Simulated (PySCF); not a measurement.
## Electron correlation in In (indium, neutral)

[Kr] 4d10 5s2 6s1, 2S determinant (an excited configuration). Calculation: PySCF 2.14, in aug-cc-pVDZ-PP with ECP28MDF (5s4p3d, 32 functions); a scalar-relativistic core potential. Frozen: 4s2 4p6 4d10; 3 electrons correlated.

MP2 pair energies summed by pair of shells (mhartree):

| pair | energy | share (%) |
| --- | --- | --- |
| 5s-5s | -20.69 | 79.8 |
| 5s-6s | -5.23 | 20.2 |

Total MP2 correlation energy: -25.92 mhartree.

Same-spin part -2.01 and opposite-spin part -23.91 mhartree; SCS-MP2 scales them by 1/3 and 6/5 to -29.36 mhartree.
